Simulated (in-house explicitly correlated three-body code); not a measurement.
Computed with an exponentially correlated three-body code. Model: two electrons around a point charge, non-relativistic, variational in 260 exponentially correlated functions (energies converged to about 1e-7 hartree, or 1e-8 relative for large Z).

Command:
```bash
python run_hyl.py task.json out
```
Settings (lengths in bohr, energies in hartree):
```
Z                      14
screening              0.49
interaction_strength   1
functions              260
states_tried           13
```

Run time, properties included: 2.7 min on 1 thread of Arm Neoverse N1 (shared host).

**Those bound S and P states to n = 4 that converged, binding against the one-electron ion.**

Given: nuclear charge 14; Yukawa screening of all interactions 0.49 1/bohr.

Computed: one-electron threshold -91.3160629 hartree.

```csv
term,energy (hartree),binding (eV)
1 1S,-174.519849,2264.1
2 3S,-107.505923,440.55
2 1S,?,?
2 3P,?,?
2 1P,-106.526683,413.9
3 3S,-95.9105465,125.02
3 1S,-95.7827224,121.54
3 3P,-95.7022939,119.36
3 1P,-95.6078362,116.79
4 3S,-92.5227349,32.835
4 1S,-92.4829276,31.752
4 3P,-92.4206038,30.056
4 1P,-92.3913188,29.259
```

(1) What belongs in the row 2 1S?

(2) What belongs in the row 2 3P?

**Converged states only, values per electron or pair (inverse distances are <exp(-kr)/r>).**

```tsv
term	mean r (bohr)	mean r squared (bohr²)	mean inverse r (1/bohr)	mean r12 (bohr)	mean inverse r12 (1/bohr)	mean cosine	mean p1 dot p2 (bohr⁻²)	delta r1 (bohr⁻³)	delta r12 (bohr⁻³)
1 1S	0.11023	0.016264	13.198	0.16187	7.9562	-0.0094842	1.7433	831.09	94.57
2 3S	0.27961	0.12686	8.1687	0.4699	2.0714	-0.0031739	0.1304	482.77	-
2 1S	0.28483	0.13255	8.1464	0.47477	2.5408	-0.0050883	0.15099	480.88	16.773
2 3P	0.24579	0.096557	8.1488	0.40982	2.5335	-0.072716	-12.973	433.63	-
2 1P	?	?	?	?	?	?	?	?	?
3 3S	0.58989	0.66157	7.249	1.0797	0.79879	-0.00096605	0.034707	448.24	-
3 1S	?	?	?	?	?	?	?	?	?
3 3P	0.56005	0.59942	7.2421	1.0215	0.90856	-0.015588	-2.7177	435.43	-
3 1P	0.56677	0.61523	7.2372	1.0317	0.98499	0.012495	2.7754	436.01	1.3827
4 3S	1.1199	2.564	6.9381	2.136	0.30627	-0.00032104	0.011122	439.89	-
4 1S	1.1353	2.6388	6.9353	2.1665	0.33935	-0.00047838	0.014071	439.76	1.396
4 3P	1.1017	2.496	6.9336	2.1	0.33639	-0.004669	-0.80821	435.79	-
4 1P	1.1138	2.5541	6.9314	2.1234	0.35893	0.0037207	0.83304	435.96	0.44578
```

(3) What belongs in the row 2 1P?

(4) What belongs in the row 3 1S?

**Electric-dipole lines between converged S and P states, rate of the upper state's decay.**

| s state | p state | p minus s (eV) | oscillator strength from s | rate (1/s) |
| --- | --- | --- | --- | --- |
| 1 1S | 2 1P | 1850.2 | 0.73826 | 3.6553e+13 |
| 1 1S | 3 1P | 2147.3 | 0.13636 | 9.0941e+12 |
| 1 1S | 4 1P | 2234.8 | 0.039117 | 2.8258e+12 |
| 2 1S | 2 1P | 12.105 | 0.049053 | 1.0396e+08 |
| 2 1S | 3 1P | 309.22 | 0.36167 | 5.002e+11 |
| 2 1S | 4 1P | 396.75 | 0.073081 | 1.6639e+11 |
| 3 1S | 2 1P | -292.36 | -0.048122 | 1.7848e+11 |
| 3 1S | 3 1P | 4.7589 | 0.12694 | 4.158e+07 |
| 3 1S | 4 1P | 92.285 | 0.32279 | 3.9763e+10 |
| 4 1S | 2 1P | -382.15 | -0.0088596 | 5.6143e+10 |
| 4 1S | 3 1P | -85.033 | -0.10444 | 3.2767e+10 |
| 4 1S | 4 1P | 2.4928 | 0.27797 | 2.4984e+07 |
| 2 3S | 2 3P | 16.192 | 0.063087 | 2.3924e+08 |
| 2 3S | 3 3P | ? | ? | ? |
| 2 3S | 4 3P | 410.49 | 0.071331 | 1.7385e+11 |
| 3 3S | 2 3P | -299.33 | -0.049202 | 1.9129e+11 |
| 3 3S | 3 3P | 5.6668 | 0.14711 | 6.8332e+07 |
| 3 3S | 4 3P | 94.966 | 0.31134 | 4.0612e+10 |
| 4 3S | 2 3P | -391.52 | -0.0089586 | 5.9588e+10 |
| 4 3S | 3 3P | ? | ? | ? |
| 4 3S | 4 3P | 2.7791 | 0.30223 | 3.3763e+07 |

(5) What belongs in the row 2 3S 3 3P?

(6) What belongs in the row 4 3S 3 3P?

**Static dipole response.**

| state | polarisability (bohr³) |
| --- | --- |
| 1 1S | 0.0002619 |
| 2 1S | 0.252 |
| 2 3S | 0.1819 |

Answers

(1) energy (hartree): -106.971526; binding (eV): 426.01.

(2) energy (hartree): -106.910879; binding (eV): 424.36.

(3) mean r (bohr): 0.24995; mean r squared (bohr²): 0.10039; mean inverse r (1/bohr): 8.1315; mean r12 (bohr): 0.40135; mean inverse r12 (1/bohr): 2.8406; mean cosine: 0.058409; mean p1 dot p2 (bohr⁻²): 12.65; delta r1 (bohr⁻³): 436.52; delta r12 (bohr⁻³): 4.8424.

(4) mean r (bohr): 0.59851; mean r squared (bohr²): 0.68303; mean inverse r (1/bohr): 7.2427; mean r12 (bohr): 1.0958; mean inverse r12 (1/bohr): 0.90992; mean cosine: -0.0014621; mean p1 dot p2 (bohr⁻²): 0.043087; delta r1 (bohr⁻³): 447.85; delta r12 (bohr⁻³): 4.3809.

(5) p minus s (eV): 321.19; oscillator strength from s: 0.34849; rate (1/s): 5.2001e+11.

(6) p minus s (eV): -86.52; oscillator strength from s: -0.10852; rate (1/s): 3.5251e+10.
